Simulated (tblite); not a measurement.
Compound: C8H16N2.
Structure used (GFN2-xTB), in Å, numbered top down from 1:
```xyz
26
C8H16N2 angstrom
C      2.0840   -1.1540   -1.1011
C      1.6172    0.1189   -0.4913
N      2.2261    1.2124   -0.7253
N      1.7625    2.2128    0.0668
C      0.5331    1.7953    0.7476
C      0.5144    0.2637    0.5560
C     -0.8752   -0.3274    0.2204
C     -1.3566    0.1285   -1.1588
C     -1.8794    0.1217    1.2899
C     -0.8243   -1.8589    0.2548
H      2.1878   -1.9261   -0.3406
H      1.3909   -1.5104   -1.8625
H      3.0481   -0.9802   -1.5721
H      1.7574    3.1126   -0.3945
H     -0.3432    2.2735    0.2959
H      0.5882    2.0905    1.7971
H      0.8639   -0.2234    1.4755
H     -1.5133    1.2044   -1.1890
H     -2.3015   -0.3529   -1.4015
H     -0.6314   -0.1295   -1.9269
H     -2.0036    1.2010    1.2987
H     -1.5481   -0.1927    2.2773
H     -2.8524   -0.3256    1.0971
H     -1.8326   -2.2619    0.1819
H     -0.3872   -2.2097    1.1875
H     -0.2458   -2.2601   -0.5698
```

Computed with GFN2-xTB (tblite): harmonic, unscaled wavenumbers at the GFN2-xTB geometry, gas phase. Against measured fundamentals such values can be off by several per cent, at times by over 20. One conformer, not necessarily the lowest.

Harmonic wavenumbers (cm⁻¹): 60.7, 91.0, 154.0, 188.6, 214.1, 225.3, 230.0, 256.0, 284.9, 307.4, 342.4, 363.8, 388.4, 451.5, 467.5, 566.1, 594.3, 652.9, 751.8, 821.0, 873.9, 955.9, 963.9, 964.7, 971.3, 990.0, 999.1, 1016.3, 1020.8, 1043.7, 1049.4, 1089.8, 1138.1, 1155.0, 1190.1, 1230.8, 1233.8, 1257.8, 1271.2, 1294.3, 1316.6, 1338.3, 1393.4, 1410.8, 1412.1, 1434.4, 1466.7, 1478.3, 1479.3, 1494.2, 1497.0, 1502.9, 1510.1, 1515.1, 1519.0, 1689.1, 2890.4, 2904.6, 2968.7, 2994.7, 3014.8, 3021.9, 3024.6, 3027.0, 3028.8, 3034.3, 3034.9, 3044.0, 3049.5, 3050.0, 3077.9, 3402.5.

A = 1903, B = 1156, C = 876.3 MHz; mass 140.131 u (most abundant isotopes); point group C1, symmetry number 1.

Q: Zero-point energy?

A: ½Σν̃ = 50574 cm⁻¹ = 605.00 kJ/mol.

Q: Give the ideal-gas entropy at 350 K and 1 bar in the rigid-rotor, harmonic-oscillator model (classical rotation).

A: Translation 173.83, rotation 125.43, vibration 159.89: S = 459.2 J/(mol K).

Q: And Cp and H(350 K) − H(0)?

A: Cp = 219.60 J/(mol K), of which vibrations give 186.34 (their classical limit is 72 R = 598.6); H(350 K) − H(0) = 43.01 kJ/mol without the zero-point energy, 31.37 from vibrations.

Q: Blend soft modes into free rotors: weight 1/[1 + (100 cm⁻¹/ν̃)⁴] for the oscillator and the rest for a rotor with moment μB/(μ + B), μ = h/(8π²ν), B = 10⁻⁴⁴ kg m². What vibrational entropy results?

A: 153.03 J/(mol K) in place of 159.89, which changes −T·S at 350 K by +2.40 kJ/mol.

Q: Which modes carry the vibrational entropy at 350 K?

A: 60.7 cm⁻¹: 19.88; 91.0 cm⁻¹: 16.54; 154.0 cm⁻¹: 12.25; 188.6 cm⁻¹: 10.64; 214.1 cm⁻¹: 9.64; 225.3 cm⁻¹: 9.24 J/(mol K); the other 66 give 81.70 together.

Q: What must be added to the electronic energy to get the Gibbs energy at 350 K and 1 bar?

A: ZPE + [H(350 K) − H(0)] − T·S = 605.00 + 43.01 − 160.70 = 487.31 kJ/mol.

Q: How do the functions run with temperature in this model?

A: 
```json
{"T (K)": "100", "S (J/(mol K))": "287.1", "Cp (J/(mol K))": "82.3", "H − H(0) (kJ/mol)": "5.24", "G − H(0) (kJ/mol)": "-23.46", "ln q(vib)": "1.24"}
{"T (K)": "200", "S (J/(mol K))": "361.8", "Cp (J/(mol K))": "137.4", "H − H(0) (kJ/mol)": "16.34", "G − H(0) (kJ/mol)": "-56.02", "ln q(vib)": "3.93"}
{"T (K)": "300", "S (J/(mol K))": "427.5", "Cp (J/(mol K))": "191.4", "H − H(0) (kJ/mol)": "32.73", "G − H(0) (kJ/mol)": "-95.53", "ln q(vib)": "6.92"}
{"T (K)": "500", "S (J/(mol K))": "551.0", "Cp (J/(mol K))": "297.9", "H − H(0) (kJ/mol)": "82.00", "G − H(0) (kJ/mol)": "-193.52", "ln q(vib)": "13.13"}
{"T (K)": "800", "S (J/(mol K))": "717.1", "Cp (J/(mol K))": "407.9", "H − H(0) (kJ/mol)": "189.27", "G − H(0) (kJ/mol)": "-384.39", "ln q(vib)": "22.49"}
{"T (K)": "1000", "S (J/(mol K))": "813.6", "Cp (J/(mol K))": "456.7", "H − H(0) (kJ/mol)": "275.98", "G − H(0) (kJ/mol)": "-537.63", "ln q(vib)": "28.47"}
```

q(vib) and H(0) count from the zero-point level.

Hindered rotation and anharmonicity are outside this model. Other conformers, if any are populated, would add a mixing term that is left out. The structure is chiral; the term R ln 2 for an equal mix with its mirror image is left out.
